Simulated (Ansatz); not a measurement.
A structure relaxed at B3LYP-D4/def2-SVP in Ansatz, charge 0, singlet:

```xyz
9

Pb   -1.155   -1.666    0.120
Pb   -0.503    1.826   -0.617
Pb    2.286    0.476    1.346
F     0.030   -0.212   -1.236
F     1.904    1.661   -0.463
F     0.208    1.275    1.515
F     1.342   -1.385    0.889
F    -1.977   -2.425   -1.641
F    -2.136    0.450    0.087
```

Task: Give its formula.

Result: Pb₃F₆.

Task: Summarise the bond lengths by kind (pairs closer than 1.2 times the sum of covalent radii, bridged metal pairs left out).

Result: 10 × F–Pb 2.09 to 2.42 Å.

In the def2 sets Pb takes a core potential; there is no spin–orbit coupling. Another isomer (singlet) lies 0.38 eV lower at PBE0-D4/def2-TZVP; other spin states weren't run for this one.
